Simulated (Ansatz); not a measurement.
A nudged elastic band was laid between two geometries of C₂H₇Ga (10 atoms, charge 0, multiplicity 1).

Computed with Ansatz, RKS LDA/def2-SVP.

```
movable images  : 5
climbing image  : yes
spring          : 5.0 eV/Å²
optimiser       : quadratic models (default)
start path      : through a guess of the saddle point
force threshold : 0.05 eV/Å
iteration limit : 60
end points      : relaxed
```

Image 0:

```xyz
10
Properties=species:S:1:pos:R:3
Ga 0.126 -0.084 0.461
H -0.214 -0.304 1.989
C 1.997 0.032 -0.069
H 2.529 -0.900 0.222
H 2.132 0.194 -1.158
H 2.497 0.859 0.481
C -1.342 0.042 -0.813
H -1.885 -0.928 -0.846
H -2.085 0.799 -0.481
H -1.006 0.290 -1.840
```

Image 6:

```xyz
10
Properties=species:S:1:pos:R:3
Ga -1.066 -0.512 1.163
H 1.269 -0.022 1.169
C 1.839 0.193 0.232
H 1.882 -0.722 -0.391
H 1.342 1.004 -0.335
H 2.862 0.502 0.523
C -1.307 -0.166 -0.809
H -2.332 -0.449 -1.139
H -1.163 0.915 -1.044
H -0.577 -0.742 -1.423
```

(1) Which bonds break or form, and what moves?

(2) What energy profile does the band end with?

(3) What is the geometry of the highest image?

Results:

(1) Bonds broken: Ga1–H2, Ga1–C3. Bonds formed: H2–C3. C2H7Ga becomes CH3Ga + CH4.

(2) The run converged. The highest image is number 2 of 0 to 6, 2.39 eV above the first end and 1.78 eV above the last; the last end lies 0.61 eV above the first. Neighbouring images differ by up to 2.4 eV, so the band resolves the path poorly. A vibrational analysis at the climbing image gives one clearly imaginary mode, 1080i cm⁻¹: a first-order saddle point. The orbitals stay closed-shell, which can raise the energy where a bond breaks towards radicals; this wasn't checked here.

```tsv
image	path coordinate (Å)	energy (eV)	Ga1–H2 (Å)	Ga1–C3 (Å)	H2–C3 (Å)
0	0.00	0.00	1.58	1.95	3.04
1	1.73	0.01	1.58	1.95	3.06
2	3.47	2.39	1.55	2.26	1.77
3	4.45	0.63	2.20	2.95	1.12
4	5.44	0.62	2.41	3.17	1.12
5	6.43	0.62	2.40	3.17	1.12
6	7.41	0.61	2.39	3.13	1.12
```

(3) 
```xyz
10
Properties=species:S:1:pos:R:3:forces:R:3
Ga -0.374 0.434 0.883 -0.03 0.00 -0.01
H 0.992 0.466 1.618 0.03 0.00 0.01
C 1.674 -0.058 0.068 -0.03 -0.02 0.00
H 1.488 -1.053 -0.392 0.01 0.00 0.00
H 1.753 0.725 -0.719 0.00 0.01 -0.01
H 2.615 -0.088 0.654 0.01 0.01 0.01
C -1.239 -0.019 -0.798 0.00 -0.01 0.01
H -1.211 -1.129 -0.882 0.01 0.01 0.00
H -2.292 0.318 -0.840 0.00 0.01 0.00
H -0.657 0.403 -1.645 0.00 0.00 0.00
```

Time of the run: 2.7 min on 2 threads of AMD EPYC (Zen 3), with other jobs on the host, peak memory 0.14 GiB.
